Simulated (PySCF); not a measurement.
Molecule: SMILES CC(=O)[SiH2]C=O (C3H6O2Si). Atoms near the plane z = 1.5 Å, at the GFN2-xTB optimised geometry (x, y, z in Å): C1 (-0.4, -1.6, 0.0), C2 (0.4, -0.3, 0.0), O3 (1.6, -0.3, 0.0), Si4 (-0.6, 1.3, 0.0), C5 (-1.5, 1.3, 1.7), O6 (-2.2, 0.3, 2.1), H7 (-1.1, -1.5, 0.9), H9 (0.2, -2.5, 0.2), H10 (0.3, 2.5, 0.0), H12 (-1.5, 2.2, 2.3).

Level of theory: CAM-B3LYP/def2-TZVP (PySCF). Cells within 0.4 Å of a nucleus heavier than hydrogen are left out (blank, or x). The values are rescaled to run from 0 to 1.

```
|11111111111111111111111111111|
|11111111111111111111111111111|
|11111111111111111111111111111|
|11111111111111111111111111111|
|11111112222222111111111111111|
|11111122222222221111111111111|
|11111222222222222111111111111|
|11112222233222222111111111111|
|11112222322322222211111111111|
|111222232x0222222211111111111|
|111222229xx022222211111111111|
|111222330x2122222221111111111|
|11222355443222222222211111111|
|11222364663222222222221111111|
|11222355642222222222222111111|
|11122234432222222222222111111|
|11122222222222222222222111111|
|11112222222222222222221111111|
|11111222222222222222211111111|
|11111122222222222221111111111|
|11111112222222222211111111111|
|11111111222222222211111111111|
|11111111222222222111111111111|
|11111111112222222111111111111|
|11111111111111111111111111111|
|11111111111111111111111111111|
|11111111111111111111111111111|
|11111111111111111111111111111|
|11111111111111111111111111111|
```
Scale: ten equal steps from 0.000 (start of '0') to 1.00 (end of '9'), in the order '0123456789'; x runs from -4.50 to 4.50, y from -4.50 (bottom) to 4.50 (top).

Task: Which quantity is mapped?
A) an orbital amplitude
B) Laplacian of the electron density
C) electron localisation function
D) electrostatic potential

Result: B, Laplacian of the electron density. In full: Laplacian of the electron density (e/bohr⁵).
